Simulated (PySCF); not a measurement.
Four-centre ligand exchange

Start structure (AlAsH6S, singlet), relaxed at PBE0-D4/def2-TZVP:

```
9
angstrom
Al -0.5380 0.1829 -1.0291
S 0.8129 1.8309 -1.5666
H -0.0691 -1.3007 -1.3115
H -2.0148 0.6052 -0.6561
H 0.2585 0.5821 1.1073
As 0.0215 -0.4479 2.2236
H 1.8356 1.0128 -1.8670
H 0.9225 -1.4702 1.5496
H -1.2214 -1.0057 1.5455
```

The step: AlH₃S ([AlH2][SH]) + AsH₃ → AlAsH₄ ([AlH2][AsH2]) + H₂S (still joined by a long Al–S bond); bonds formed: Al1–As6, S2–H5; bonds broken: H5–As6; bonds weakened to dative contacts: Al1–S2. Computed with PySCF 2.14 with density fitting (its default auxiliary sets; JK sets also for MP2 and CCSD(T)) (basis: def2-TZVPP and def2-QZVPP); correlated methods freeze the cores. Filled d shells of the heavier atoms are correlated. The def2 sets are not built for correlating such inner shells, so the correlated values are less sure here. Extrapolation: Hartree–Fock as exp(−7.88 √X), correlation as X^−2.97. Energies below are by CCSD(T) at an estimated basis limit (MP2 extrapolated from triple and quadruple zeta, plus CCSD(T) − MP2 in triple zeta).

Q: What are the electronic barrier and the energy of the step, from the start structure to the end structure? (An estimate is asked for; the value comes from the calculation.)

A: The calculation gives: Barrier 22.55 kcal/mol; step energy 4.23 kcal/mol (uphill); reverse barrier, their difference, 18.32 kcal/mol. Barrier and step energy count from the start structure, the reverse barrier from the end structure.

The saddle point: One imaginary mode of 829i cm⁻¹.
```tsv
pair	start (Å)	saddle (Å)	end (Å)
Al1–As6	3.36	2.67	2.46
S2–H5	3.00	1.64	1.34
Al1–S2	2.20	2.38	2.54
H5–As6	1.54	1.94	3.54
```

Zero-point energy (harmonic, PBE0-D4): ZPE is 29.04 kcal/mol at the start and 27.72 kcal/mol at the saddle, so the barrier goes from 22.55 to 21.23 kcal/mol.

No T1 diagnostic of these runs exceeds 0.012.

Labels in which every atom is bracketed show which atoms are joined, not bond orders.

For scale, one of the runs: CCSD(T)/def2-TZVPP, 216 basis functions, launched by `OMP_NUM_THREADS=4 python run.py`. Hardware: 4 CPU threads of an Arm Neoverse V1, shared host. Wall time 12 min; peak host memory 3.3 GiB.
